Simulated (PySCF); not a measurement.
## CoSi⁻ at UHF-MP2

Computed with UHF-MP2; PySCF, no relativity, basis sets Co def2-TZVPPD, Si def2-TZVPPD.

```json
{
  "state": "singlet, unpaired electrons π ↓, δ ↑",
  "bond length": "2.266 Å",
  "harmonic wavenumber": "299 cm⁻¹",
  "force constant": "1.00 mdyn/Å",
  "rotational constant Be": "0.1730 cm⁻¹",
  "anharmonicity ωexe": "2.05 cm⁻¹",
  "vibration–rotation constant αe": "0.00150 cm⁻¹"
}
```

Correlated steps freeze 10 core orbitals. The state is the lowest single determinant that the PBE0 search found; with open d or f shells the true ground state can be another one.
